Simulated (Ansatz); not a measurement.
System: sum formula AlHCl2 (charge 0, singlet). 
Structure (B3LYP-D3(BJ)/def2-TZVP (Ansatz, a first-principles code) minimum search):
SMILES: [Cl][AlH][Cl]
```xyz
4

Cl     1.7940    -0.3221     0.1268
Al     0.0004     0.6802    -0.2572
Cl    -1.7944    -0.3237     0.1174
H      0.0012     2.1366    -0.8077
```
Charge 0, spin multiplicity 1.

Dipole moments at this geometry, in debye (magnitudes).

```
level                    program  dipole (D)
-----------------------  -------  ----------
PBE/def2-TZVPD            Ansatz        1.03
BLYP/def2-TZVPD           Ansatz        1.02
revPBE/def2-TZVPD         Ansatz        1.01
B97M-V/def2-TZVPD         Ansatz        0.93
B3LYP/def2-TZVPD          Ansatz        1.09
PBE0/def2-TZVPD           Ansatz        1.10
BHLYP/def2-TZVPD          Ansatz        1.17
HSE06/def2-TZVPD          Ansatz        1.10
CAM-B3LYP/def2-TZVPD      Ansatz        1.15
LC-wPBE/def2-TZVPD        Ansatz        1.16
wB97M-V/def2-TZVPD        Ansatz        1.09
wB97X-V/def2-TZVPD        Ansatz        1.14
CCSD(T)/aug-cc-pV(D+d)Z   Ansatz        1.05
```
